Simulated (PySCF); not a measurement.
## Electronic structure of O⁺ (oxygen, charge +1) at the UHF level

Configuration: [He] 2s1 2p4, high-spin 4P determinant (an excited configuration). Computed with PySCF 2.14 in ANO-RCC-VTZP (4s3p2d1f, 30 functions), with scalar relativity by spin-free X2C-1e.

| Quantity | Value |
| --- | --- |
| Total energy | -73.878171 hartree |
| One-electron energy | -97.9231 hartree |
| Hartree (Coulomb) energy | 31.9337 hartree |
| Exchange energy | -7.8888 hartree |
| ⟨S²⟩ | 3.7581 |
| ⟨L²⟩ | 2.006 |
| Sum of ⟨r⟩ | 5.881 bohr |
| Sum of ⟨r²⟩ | 7.674 bohr² |
| Traceless quadrupole moment −½Σ⟨3z² − r²⟩ along its main axis | -0.691 e·bohr² |
| Langevin diamagnetic susceptibility | -6.08 ×10⁻⁶ cm³/mol |

```
shell  electrons  mean orbital energy (eV)  spread (eV)  rms radius, mean of both spins (bohr)
 1s α          1                   -583.69            0                                  0.231
 1s β          1                   -578.76            0                                  0.231
 2s α          1                   -56.970            0                                   1.16
 2p α          3                   -36.565        2.706                                   1.25
 2p β          1                   -26.917            0                                   1.25
```

Spin-orbit constants ζ (cm⁻¹) from the X2C one-electron operator on these orbitals: bare nucleus, nucleus screened by l(l+1)(2l+1)/3 electrons, and screened by the Breit-Pauli mean field of the electrons.

```tsv
shell	bare	screened nucleus	mean field
2p	289.5	217.2	188.7
```

To first order the Landé constant is A = -62.89 cm⁻¹, so the lowest level has J = 5/2 and lies 0.0117 eV below the centre of the term. This holds in LS coupling only.
